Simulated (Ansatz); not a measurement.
Breaking the C4–H5 bond in CH5Bi (SMILES [CH3][BiH2]) (multiplicity 1 held, fragments rigid). Energies count from the point at 1.088 Å.
Geometry at that point (charge 0, multiplicity 1):
```xyz
7

Bi    -0.1144    -0.1388     0.1427
H      0.1011    -1.4563    -1.0658
H     -1.6344     0.3793    -0.6723
C      1.1592     1.3240    -1.0635
H      0.9950     2.3241    -0.6682
H      0.8759     1.2806    -2.1106
H      2.2039     1.0455    -0.9423
```

Signs of static correlation in def2-SVP, with CASSCF(2,2), from Ansatz (a program for electronic structure) runs.

```
R (Å)  T1 of restricted CCSD  ⟨S²⟩ of UHF  largest double amplitude of restricted CCSD  weight of the CASSCF reference in MRCISD  CASSCF natural occupations
-----  ---------------------  -----------  -------------------------------------------  ----------------------------------------  --------------------------
0.870                  0.013        0.000                                        0.057                                     0.895                   1.99 0.01
0.979                  0.013        0.000                                        0.057                                     0.895                   1.99 0.01
1.088                  0.013        0.000                                        0.057                                     0.895                   1.98 0.02
1.197                  0.013        0.000                                        0.057                                     0.895                   1.98 0.02
1.305                  0.013        0.000                                        0.054                                     0.894                   1.97 0.03
1.469                  0.014        0.000                                        0.048                                     0.894                   1.95 0.05
1.632                  0.015        0.000                                        0.043                                     0.894                   1.91 0.09
1.904                  0.020          ___                                        0.103                                     0.894                   1.83 0.17
2.176                  0.028          ___                                        0.232                                     0.894                   1.72 0.28
2.502                  0.042        0.938                                        0.398                                     0.894                   1.54 0.46
2.937                  0.061        0.999                                        0.583                                     0.894                   1.32 0.68
3.481                  0.078        1.019                                        0.762                                     0.894                   1.15 0.85
```

Problem. Fill in the missing entries.

Solution. 
- 1.904, ⟨S²⟩ of UHF: 0.539
- 2.176, ⟨S²⟩ of UHF: 0.805

Doubts at one or more of the structures used: a restricted determinant that unrestricted orbitals would lower (R-CCSD(T)/def2-SVP); other coupled-cluster roots lie near (R-CCSD(T)/def2-SVP); T1 above 0.05 (R-CCSD(T)/def2-SVP, U-CCSD(T)/def2-SVP); a spin-contaminated determinant (U-CCSD(T)/def2-SVP).
